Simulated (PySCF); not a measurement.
Computed properties of FH5O3Si2, SMILES [Si](O)([SiH2]F)(O)O

FH5O3Si2, SMILES [SiH2]([Si](O)(O)O)F. The structure is a stationary point at r2SCAN-D4/def2-SVP. The structure was generated by enumeration, and PubChem lists no compound with its InChIKey, so it may never have been made. The values are those of a single conformer. All values are computed for the isolated molecule unless a solvent is named; none is compared with measurement here.

**Structure.** All 27 harmonic modes at r2SCAN-D4/def2-SVP (PySCF) are real, so it is a minimum. With heavy atoms numbered as in [SiH2:1]([F:2])[Si:3]([OH:4])([OH:5])[OH:6], the shortest bond between them is Si1–F2 at 1.639 Å and the longest Si1–Si3 at 2.335 Å.

**Vibrations.** The strongest infrared lines (harmonic, unscaled, degenerate partners summed) lie at 833 cm⁻¹ (241 km/mol, H 54 %, O 25 %, Si 21 %), 796 cm⁻¹ (217 km/mol, H 70 %, O 28 %), 966 cm⁻¹ (191 km/mol, Si 45 %, O 38 %, H 17 %). The softest mode is at 45 cm⁻¹ and the zero-point energy is 39.5 kcal/mol.

**Electronic structure.** ωB97X/def2-TZVP (PySCF) places the frontier levels at -10.49 and 1.56 eV, a gap of 12.05 eV, and gives a dipole moment of 1.83 D and a mean polarisability of 58.7 bohr³. PBE/def2-TZVP (PySCF) at the same geometry gives -6.80 and -1.40 eV, so its gap is 6.65 eV narrower. An orbital gap is neither the optical nor the fundamental gap.

**Excitations.** TDA-M06-2X/def2-SVPD (PySCF) has S1 at 6.53 eV (190 nm, f = 0.044, weak); the most intense of the 10 singlets computed lies at 8.60 eV (f = 0.14). T1 (TDA) is at 5.89 eV, 0.64 eV under S1. TDA-PBE/def2-SVPD (PySCF) puts S1 at 5.77 eV. No vertical singlet excitation falls in the visible range (under 3.1 eV).

**NMR.** GIAO shifts at PBE0/pcSseg-1 (PySCF) (non-relativistic, atoms alike by connectivity averaged): ¹H from 2.5 to 5.5 ppm against TMS; ²⁹Si from -34.4 to -4.1 ppm against TMS; ¹⁹F at -271.1 ppm against CFCl3.

**Solvation.** SMD-ωB97X/6-31G* (PySCF) gives -11.9 kcal/mol in water, -7.6 kcal/mol in chloroform, -12.9 kcal/mol in ethanol (1 M in both phases, gas-phase geometry); of these solvents ethanol holds the molecule best.
